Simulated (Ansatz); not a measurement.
C₂H₆OSSi (`CSC1O[SiH2]1`), 11 atoms. Total charge 0; spin multiplicity 1. All runs use 4 threads of an Arm Neoverse V2 on a shared host. Correlated methods freeze the cores.

Q: How many basis functions does each run have, and how long does it take in Ansatz? RKS PBE0-D4/def2-TZVP relaxation (10 steps); RKS PBE0-D4/def2-QZVPP energy; RKS r2SCAN0-D4/def2-TZVPP energy; RKS PBE0-D4/def2-SVP energy; RKS ωB97M-V/def2-SVP energy; RKS PBE0-D4/def2-TZVP frequencies; RHF-CCSD(T)/def2-TZVPP energy; RKS B2PLYP (frozen core)/def2-TZVPP energy; direct RPA on PBE orbitals/def2-TZVPP energy; RHF-MP2/def2-QZVPP energy; RKS PBE-QIDH (frozen core)/def2-TZVPP energy; RKS ωB97M-V/def2-QZVPP energy. (An estimate is asked.)

A: Computed: Other jobs shared the machine, so times are rough.

```json
{"level": "RKS PBE0-D4/def2-SVP", "job": "energy", "functions": "108", "wall time": "1.1 s", "peak host memory (GiB)": "0.24"}
{"level": "RKS ωB97M-V/def2-SVP", "job": "energy", "functions": "108", "wall time": "4.1 s", "peak host memory (GiB)": "0.34"}
{"level": "RKS r2SCAN0-D4/def2-TZVPP", "job": "energy", "functions": "261", "wall time": "5.5 s", "peak host memory (GiB)": "0.72"}
{"level": "RKS PBE-QIDH (frozen core)/def2-TZVPP", "job": "energy", "functions": "261", "wall time": "5.5 s", "peak host memory (GiB)": "0.7"}
{"level": "RKS B2PLYP (frozen core)/def2-TZVPP", "job": "energy", "functions": "261", "wall time": "5.5 s", "peak host memory (GiB)": "0.69"}
{"level": "direct RPA on PBE orbitals/def2-TZVPP", "job": "energy", "functions": "261", "wall time": "6 s", "peak host memory (GiB)": "0.63"}
{"level": "RKS PBE0-D4/def2-QZVPP", "job": "energy", "functions": "491", "wall time": "10 s", "peak host memory (GiB)": "1.9"}
{"level": "RKS ωB97M-V/def2-QZVPP", "job": "energy", "functions": "491", "wall time": "21 s", "peak host memory (GiB)": "2.2"}
{"level": "RHF-MP2/def2-QZVPP", "job": "energy", "functions": "491", "wall time": "22 s", "peak host memory (GiB)": "3.1"}
{"level": "RKS PBE0-D4/def2-TZVP", "job": "relaxation (10 steps)", "functions": "203", "wall time": "40 s", "peak host memory (GiB)": "0.56"}
{"level": "RHF-CCSD(T)/def2-TZVPP", "job": "energy", "functions": "261", "wall time": "2.5 min", "peak host memory (GiB)": "6"}
{"level": "RKS PBE0-D4/def2-TZVP", "job": "frequencies", "functions": "203", "wall time": "2.9 min", "peak host memory (GiB)": "0.57"}
```
